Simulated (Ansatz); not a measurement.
CH8BNOSi can be A, `CB(N)O[SiH3]`, or B, `B[SiH2]C(N)O`.

Gas-phase electronic energies from Ansatz, PBE0-D4/def2-TZVP geometries. CBS: MP2 limit from def2 TZ/QZ plus the TZ coupled-cluster correction, frozen cores. DFT in def2-TZVPP. B3LYP here is the variant with VWN-RPA as its local correlation; programs differ in this. One conformer a species, not always the lowest.

Which isomer does CCSD(T)/CBS put lower? Give the gap. (Estimate.)

The calculation gave: A, by 559.9 kJ/mol.

Give E(B) − E(A) in kJ/mol with MP2/def2-TZVPP, CCSD/def2-TZVPP, PBE0-D4, B3LYP, B2PLYP, r2SCAN-D4, ωB97M-V. (Best estimate.)

Ansatz gave: MP2/def2-TZVPP 576.5, CCSD/def2-TZVPP 562.3, PBE0-D4 545.5, B3LYP 560.3, B2PLYP 567.7, r2SCAN-D4 561.1, ωB97M-V 561.3. None reverses the order clearly.

Largest T1 diagnostic: 0.012.

From PBE to PBE0 (25 % exact exchange), in def2-TZVPP and without D4, E(B) − E(A) moves by +14.3 kJ/mol. In def2-TZVPP, CCSD(T) changes the Hartree–Fock value by −21.4 kJ/mol (the triples alone add −3.2 kJ/mol) and MP2 by −3.9 kJ/mol.
